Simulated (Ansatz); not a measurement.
Input for Ansatz (an electronic-structure program): R-B3LYP/def2-TZVPP on CH5BSe (SMILES CB[SeH]), a point of a torsion scan.

Ansatz 0.2 input:
```yaml
crystal:
  periodic: [false, false, false]
  atoms:
    - {symbol: C, position_ang: [-0.91670524, -0.21757706, 0.06881420]}
    - {symbol: B, position_ang: [0.31720386, 0.69453453, -0.23984136]}
    - {symbol: Se, position_ang: [2.11253136, 0.17311520, 0.24669939]}
    - {symbol: H, position_ang: [-1.78388500, -0.01886492, -0.55742025]}
    - {symbol: H, position_ang: [-0.72335613, -1.28923697, 0.05418844]}
    - {symbol: H, position_ang: [-1.21245635, 0.03553890, 1.08941839]}
    - {symbol: H, position_ang: [0.16221045, 1.84181553, -0.42716008]}
    - {symbol: H, position_ang: [2.18585278, -1.06009444, -0.49516107]}
basis:
  gaussian:
    orbitals: def2-TZVPP
hamiltonian:
  xc: {name: B3LYP}
scf: {lower_state_search: off}
```

Output:

```
WARN ansatz: RAYON_NUM_THREADS=1 ignored (pool sized by the plan → 1); use --threads N
Functional definition: B3LYP
these checks for a lower state are left out or cut short: stability, starts, cluster_reference, orbital_swaps, neighbouring_geometries, increment
integrals: 0.08 GiB planned
1053 factors; their error is unknown
mean field: 0.80 GiB planned
mean field evaluation 1: about -67138.9021 eV, gradient 5.6e1 eV
mean field evaluation 2: about -67133.0095 eV, gradient 6.8e1 eV
mean field evaluation 4: about -67146.2832 eV, gradient 4.5e0 eV
mean field evaluation 8: about -67146.3324 eV, gradient 4.5e-2 eV
mean field evaluation 16: about -67146.6498 eV, gradient 4.5e-5 eV
mean field -67146.64983710 eV, -2467.5938678794 hartree, gradient 1.6e-6 eV, S^2 0.000000; 0 other end points of the search recorded, 0 dependent functions left out
reference -67146.65008450 eV, -2467.5938769711 hartree; 25, 25 occupied and 155, 155 virtual orbitals, 1053 factors
Total energy: -67146.65008450 eV, -2467.5938769711 hartree
Checks for a lower state left out: stability, starts, cluster_reference, orbital_swaps, neighbouring_geometries, increment
```

The calculation finished and met its thresholds.

Cost: roughly 2.6 core-seconds.
